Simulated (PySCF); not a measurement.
The same groups moved round the core (propene hydroxy+silyl). Isolated molecules, 0 K electronic values unless said otherwise. One relaxed conformer stands for each flexible species; it need not be the lowest. Strings in code marks are SMILES.

The four lowest singlet excitations (Tamm–Dancoff). Computed with PBE0-D3(BJ)/def2-TZVP run with PySCF. Excitations are Tamm–Dancoff values on a coarser integration grid. The basis has no diffuse functions, so Rydberg states are missing or too high.

| state | energy (eV) | wavelength (nm) | oscillator strength |
|---|---|---|---|
| S1 | 6.01 | 206 | 0.000 |
| S2 | 6.46 | 192 | 0.425 |
| S3 | 6.95 | 178 | 0.007 |
| S4 | 7.00 | 177 | 0.000 |

**Question.** Say which member gives these states.
(A) `C/C=C(/O)[SiH3]` (Si–C–O–H torsion 180°)
(B) `C/C(O)=C\[SiH3]` (C–C–O–H torsion 180°)
(C) `OC/C=C/[SiH3]` (H–O–C–C torsion 58°, O–C–C–C torsion -126°)
(D) `OC/C=C\[SiH3]` (H–O–C–C torsion 73°, O–C–C–C torsion 8°)

**Answer.** B, `C/C(O)=C\[SiH3]` (C–C–O–H torsion 180°)
